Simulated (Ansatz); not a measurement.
Born–Oppenheimer molecular dynamics of ClHS₂Si (5 atoms, charge 0, multiplicity 1). It starts at the highest image of a converged band, a first-order saddle point between two minima.

Method: RKS B3LYP-D4/def2-SVP in Ansatz 0.2.0.

```
ensemble                      : NVE (velocity Verlet)
time step                     : 0.5 fs
steps asked                   : 200
starting velocities drawn for : 100 K
seed                          : 5040
```

First frame:

```xyz
5
Properties=species:S:1:pos:R:3
Cl 1.466 -0.299 1.760
Si 0.562 0.660 0.149
S -1.407 -0.715 -0.508
S 0.381 -0.588 -1.614
H -1.002 0.942 0.214
```

Question: What does the run give?

Answer: All steps were run.

```yaml
steps_done: 200
time_covered: 100 fs
mean_temperature_over_the_second_half: 2385 K
spread_of_the_potential_energy_over_the_second_half: 65.5 meV per atom
mean_potential_energy_of_the_second_half_above_the_start: -177.3 meV per atom
```

The conserved energy stayed within 0.19 meV per atom of its start (net change -0.007 meV per atom), so the integration is sound. The system heated up, since it started high on the potential surface and ran downhill. A run of 0.1 ps of so small a system gives no equilibrium averages. The orbitals stay closed-shell, which can raise the energy where a bond breaks towards radicals; this wasn't checked here.

Question: What happens to the structure?

Answer: The step under study would form S3–H5 and break Si2–H5. These pairs go: S3–H5 1.85 → 3.16 Å, Si2–H5 1.59 → 1.46 Å. In the last frame they stand as before the step (other bonds may differ from the relaxed reactants and products). It ends as one piece, ClHS2Si. Pairs count as bonded within 1.25 times the sum of covalent radii (0.12 Å more for H–H). This is one draw of velocities; another would differ in detail.

Question: How do temperature and energy run in time?

Answer: 
| time (fs) | T (K) | potential energy less start (eV) | conserved less start (meV/atom) |
| --- | --- | --- | --- |
| 0.0 | 100 | 0.000 | 0.00 |
| 8.0 | 121 | -0.008 | 0.00 |
| 16.0 | 380 | -0.108 | 0.02 |
| 24.0 | 1448 | -0.523 | -0.02 |
| 32.0 | 2791 | -1.044 | -0.08 |
| 40.0 | 2856 | -1.069 | -0.07 |
| 48.0 | 1743 | -0.637 | 0.01 |
| 56.0 | 2657 | -0.992 | -0.11 |
| 64.0 | 2949 | -1.105 | -0.12 |
| 72.0 | 1499 | -0.543 | -0.01 |
| 80.0 | 1218 | -0.433 | 0.05 |
| 88.0 | 3681 | -1.390 | -0.19 |
| 96.0 | 2733 | -1.022 | -0.13 |

The run took 7.6 min on 1 thread of Arm Neoverse V2 (shared host), peak memory 0.15 GiB.
